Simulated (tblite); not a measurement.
Species: C6H14SeSi.
Atom-mapped SMILES: `[CH3:1][CH2:2][Si@H:3]1[CH2:4][C:5]([CH3:6])([CH3:7])[Se:8]1` (hydrogens: H9, H10, H11 on C1; H12, H13 on C2; H14 on Si3; H15, H16 on C4; H17, H18, H19 on C6; H20, H21, H22 on C7)

Computed with GFN2-xTB (tblite), gas phase: L-BFGS steps from a force-field or distance-geometry start until the largest atomic force falls under 0.01 eV/Å.

Step 28: E = -677.5399 eV
```
atom  x, y, z in Å  |  force x, y, z in eV/Å
C1      3.6808    0.4148    0.3125   -0.034  -0.044  -0.021
C2      2.5394   -0.1333   -0.5391    0.021  -0.030   0.001
Si3     0.9115   -0.3617    0.4348    0.203   0.126  -0.024
C4     -0.5472    0.7211   -0.1262    0.052  -0.033  -0.015
C5     -1.6655   -0.3345   -0.0983    0.043   0.119   0.018
C6     -2.6086   -0.2163   -1.2824    0.025  -0.021  -0.004
C7     -2.4426   -0.3153    1.2046    0.022   0.000  -0.031
Se8    -0.5346   -2.0384   -0.1749   -0.037  -0.113  -0.007
H9      3.9260   -0.2756    1.1147    0.001  -0.046  -0.002
H10     3.4230    1.3676    0.7696   -0.067   0.002  -0.082
H11     4.5732    0.5597   -0.2974   -0.060  -0.016   0.047
H12     2.3810    0.5328   -1.3905   -0.042  -0.034   0.067
H13     2.8404   -1.0961   -0.9549    0.028   0.018   0.013
H14     1.1394   -0.3750    1.8852   -0.011  -0.010   0.024
H15    -0.7820    1.6025    0.4669   -0.088   0.001  -0.030
H16    -0.3843    1.0360   -1.1593   -0.025   0.085   0.060
H17    -2.1509   -0.6141   -2.1846    0.039   0.043  -0.056
H18    -3.5296   -0.7625   -1.0975   -0.030  -0.056  -0.031
H19    -2.8509    0.8336   -1.4510   -0.044  -0.036   0.026
H20    -3.1220   -1.1649    1.2467   -0.029   0.031   0.008
H21    -3.0235    0.6065    1.2518   -0.009  -0.041   0.080
H22    -1.7833   -0.3683    2.0688    0.044   0.054  -0.040
```

Step 29: E = -677.5442 eV
```
atom  x, y, z in Å  |  force x, y, z in eV/Å
C1      3.6820    0.4133    0.3099   -0.015  -0.034   0.016
C2      2.5398   -0.1381   -0.5344    0.018  -0.027  -0.025
Si3     0.9140   -0.3576    0.4392    0.129   0.080   0.011
C4     -0.5466    0.7216   -0.1276    0.100   0.018   0.017
C5     -1.6653   -0.3289   -0.0986    0.084   0.011  -0.006
C6     -2.6101   -0.2119   -1.2798    0.008  -0.034  -0.008
C7     -2.4441   -0.3144    1.2020    0.034  -0.011  -0.028
Se8    -0.5297   -2.0373   -0.1742   -0.068  -0.071  -0.012
H9      3.9308   -0.2736    1.1128   -0.016  -0.057   0.045
H10     3.4250    1.3686    0.7604   -0.062   0.017  -0.056
H11     4.5748    0.5524   -0.2979   -0.029   0.007  -0.012
H12     2.3747    0.5240   -1.3858   -0.028   0.007   0.018
H13     2.8434   -1.0988   -0.9502    0.013  -0.027   0.009
H14     1.1371   -0.3760    1.8908   -0.009   0.000   0.013
H15    -0.7848    1.6061    0.4586   -0.078   0.018  -0.004
H16    -0.3765    1.0343   -1.1593   -0.038   0.080   0.020
H17    -2.1486   -0.5866   -2.1894    0.057   0.037  -0.063
H18    -3.5179   -0.7810   -1.0994   -0.042  -0.048  -0.039
H19    -2.8744    0.8352   -1.4311   -0.041  -0.034   0.023
H20    -3.1094   -1.1746    1.2457   -0.060   0.037   0.002
H21    -3.0367    0.6002    1.2395   -0.015  -0.046   0.110
H22    -1.7878   -0.3581    2.0684    0.057   0.078  -0.031
```

Step 30: E = -677.5473 eV
```
atom  x, y, z in Å  |  force x, y, z in eV/Å
C1      3.6831    0.4117    0.3081    0.008  -0.018   0.040
C2      2.5408   -0.1421   -0.5312    0.019  -0.023  -0.040
Si3     0.9181   -0.3533    0.4431    0.022   0.009   0.036
C4     -0.5441    0.7223   -0.1283    0.093   0.060   0.034
C5     -1.6637   -0.3246   -0.0991    0.085  -0.073  -0.028
C6     -2.6112   -0.2091   -1.2778   -0.004  -0.035  -0.040
C7     -2.4448   -0.3141    1.1994    0.028  -0.010  -0.002
Se8    -0.5277   -2.0375   -0.1744   -0.057  -0.007  -0.003
H9      3.9345   -0.2726    1.1123   -0.030  -0.048   0.064
H10     3.4263    1.3699    0.7523   -0.053   0.014  -0.035
H11     4.5756    0.5467   -0.2993   -0.005   0.019  -0.043
H12     2.3698    0.5173   -1.3819   -0.011   0.032  -0.021
H13     2.8455   -1.1018   -0.9457    0.006  -0.061  -0.003
H14     1.1350   -0.3767    1.8957   -0.004   0.007   0.008
H15    -0.7879    1.6094    0.4519   -0.058   0.020   0.013
H16    -0.3710    1.0333   -1.1596   -0.037   0.074  -0.005
H17    -2.1455   -0.5635   -2.1947    0.041   0.046  -0.024
H18    -3.5096   -0.7966   -1.1017   -0.006  -0.022  -0.053
H19    -2.8940    0.8364   -1.4138   -0.031  -0.065   0.020
H20    -3.1006   -1.1821    1.2450   -0.053   0.051  -0.002
H21    -3.0484    0.5938    1.2314   -0.007  -0.052   0.118
H22    -1.7905   -0.3479    2.0679    0.055   0.081  -0.032
```

Step 31: E = -677.5500 eV
```
atom  x, y, z in Å  |  force x, y, z in eV/Å
C1      3.6798    0.4088    0.3080    0.023  -0.002   0.051
C2      2.5413   -0.1461   -0.5325    0.013  -0.019  -0.042
Si3     0.9235   -0.3481    0.4450   -0.093  -0.075   0.048
C4     -0.5398    0.7260   -0.1271    0.040   0.066   0.041
C5     -1.6593   -0.3206   -0.1008    0.050  -0.137  -0.036
C6     -2.6104   -0.2105   -1.2782    0.026  -0.046   0.018
C7     -2.4419   -0.3126    1.1969    0.045  -0.012  -0.008
Se8    -0.5254   -2.0379   -0.1732   -0.029   0.064   0.006
H9      3.9310   -0.2760    1.1122   -0.041  -0.022   0.071
H10     3.4169    1.3678    0.7463   -0.030   0.010  -0.003
H11     4.5735    0.5446   -0.2954    0.026   0.028  -0.069
H12     2.3630    0.5142   -1.3800    0.018   0.046  -0.057
H13     2.8487   -1.1036   -0.9477   -0.007  -0.086  -0.015
H14     1.1353   -0.3764    1.8981    0.002   0.015   0.007
H15    -0.7932    1.6106    0.4526   -0.028   0.028   0.036
H16    -0.3674    1.0433   -1.1555   -0.027   0.062  -0.042
H17    -2.1460   -0.5582   -2.1955    0.080   0.015  -0.083
H18    -3.5039   -0.8038   -1.1012   -0.019  -0.048  -0.041
H19    -2.9027    0.8300   -1.4118   -0.042   0.022   0.017
H20    -3.0979   -1.1793    1.2420   -0.059   0.016  -0.008
H21    -3.0466    0.5925    1.2326   -0.030   0.003   0.103
H22    -1.7889   -0.3461    2.0646    0.084   0.072   0.006
```

Problem. Estimate the geometry and energy of step 32. (The exact step hangs on the optimiser's Hessian estimate; all steps are aligned on step 31, rigid shifts and turns removed.)

Solution. E = -677.5524 eV, largest force 0.209 eV/Å
```
atom  x, y, z in Å  |  force x, y, z in eV/Å
C1      3.6837    0.4070    0.3073    0.029   0.012   0.028
C2      2.5433   -0.1510   -0.5292    0.013  -0.009  -0.029
Si3     0.9272   -0.3448    0.4509   -0.163  -0.127   0.031
C4     -0.5353    0.7274   -0.1276   -0.039   0.079   0.019
C5     -1.6558   -0.3201   -0.1018    0.000  -0.110  -0.040
C6     -2.6113   -0.2079   -1.2760   -0.010  -0.017  -0.085
C7     -2.4423   -0.3136    1.1941   -0.001   0.007   0.049
Se8    -0.5264   -2.0373   -0.1736    0.012   0.104   0.016
H9      3.9363   -0.2751    1.1149   -0.053   0.023   0.044
H10     3.4207    1.3710    0.7364   -0.010  -0.027   0.011
H11     4.5755    0.5387   -0.3013    0.015   0.022  -0.043
H12     2.3590    0.5080   -1.3768    0.045   0.032  -0.061
H13     2.8506   -1.1101   -0.9408   -0.018  -0.079  -0.025
H14     1.1320   -0.3772    1.9041    0.008   0.019   0.016
H15    -0.7983    1.6157    0.4438    0.006   0.002   0.043
H16    -0.3635    1.0411   -1.1581   -0.014   0.047  -0.024
H17    -2.1385   -0.5269   -2.2051   -0.003   0.050   0.051
H18    -3.4960   -0.8238   -1.1076    0.099   0.020  -0.073
H19    -2.9275    0.8330   -1.3880    0.005  -0.113   0.024
H20    -3.0899   -1.1891    1.2426    0.006   0.059   0.000
H21    -3.0642    0.5826    1.2268    0.027  -0.038   0.077
H22    -1.7897   -0.3290    2.0645    0.047   0.045  -0.027
```

The energy changes by -0.0023 eV. The first-order estimate −F·Δx gives -0.0050 eV and the mean of the old and new forces, exact on a quadratic surface, -0.0023 eV. The step makes an angle of 79° with the force vector and moves no atom by more than 0.035 Å.

The cost below is that of the whole relaxation. On one thread of an Arm Neoverse N1, shared host, this took 2.6 s.
